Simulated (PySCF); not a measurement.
Cd(H)(NH2) (CdH₃N), SMILES [NH2][CdH]. Geometry optimised at B3LYP-D3(BJ)/def2-TZVP. The def2 effective core potentials stand for the cores of Cd; spin–orbit coupling is left out.

Computed equilibrium geometry at B3LYP-D3(BJ)/def2-TZVP (PySCF confirms it by a frequency run) as Cartesian coordinates in Å, and its point group:
point group Cs.
```xyz
5

Cd     0.3012    -0.0043     0.0000
H      1.9566     0.0407     0.0000
N     -1.7244     0.1083     0.0000
H     -2.1708    -0.2970     0.8145
H     -2.1708    -0.2970    -0.8145
```
